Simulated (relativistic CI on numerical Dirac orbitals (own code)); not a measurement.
**Lu⁴⁺ (4f13) in a crystal field**

Calculated by Dirac-Coulomb-Breit CI, separate exchange-only KLI orbitals for each configuration, a model potential for QED, valence Slater integrals scaled by 0.85, one configuration in a parametric crystal field (own radial code).

Field parameters in Wybourne normalisation; cubic f-shell fields have B⁴₄ = √(5/14) B⁴₀ and B⁶₄ = −√(7/2) B⁶₀. The field is a parameter set, without covalency.

S and J are read from ⟨S²⟩ = S(S + 1) and ⟨J²⟩ = J(J + 1) of each level; they are not fictitious spins.

Oh, B40 = -3140, B60 = -410 cm⁻¹, the lowest 5 levels:

| E (cm⁻¹) | Degeneracy | Irrep | S | J |
| --- | --- | --- | --- | --- |
| 0.0 | 2 | Γ7 | 0.50 | 3.50 |
| 668 | 4 | Γ8 | 0.50 | 3.50 |
| 1349 | 2 | Γ6 | 0.50 | 3.50 |
| 11733 | 2 | Γ7 | 0.50 | 2.50 |
| 12645 | 4 | Γ8 | 0.50 | 2.50 |

Principal g values of the ground doublet: 3.46, 3.46, 3.46.

Oh, B40 = -3150, B60 = 550 cm⁻¹, the lowest 5 levels:

```csv
E (cm⁻¹),Degeneracy,Irrep,S,J
0.0,2,Γ7,0.50,3.50
1040,4,Γ8,0.50,3.50
1304,2,Γ6,0.50,3.50
11947,2,Γ7,0.50,2.50
12804,4,Γ8,0.50,2.50
```

Principal g values of the ground doublet: 3.49, 3.49, 3.49.

D4h, B20 = 2900, B40 = 1470, B44 = 400, B60 = 1080, B64 = 1260 cm⁻¹, the lowest 7 levels:

```tsv
E (cm⁻¹)	Degeneracy	Irrep	S	J
0.0	2	Γ6	0.50	3.50
646	2	Γ7	0.50	3.50
1297	2	Γ7	0.50	3.50
1793	2	Γ6	0.50	3.50
11800	2	Γ6	0.50	2.50
12644	2	Γ7	0.50	2.50
13359	2	Γ7	0.50	2.50
```

Principal g values of the ground doublet: 1.19, 4.59, 4.59.

The next free-ion level lies 11642 cm⁻¹ above the lowest; the field splits the ground level into components whose J stays near 7/2 as long as their spread is small against that gap.

Levels of this model without a field, named by their leading LS term: ²F°7/2 0, ²F°5/2 11642 cm⁻¹.
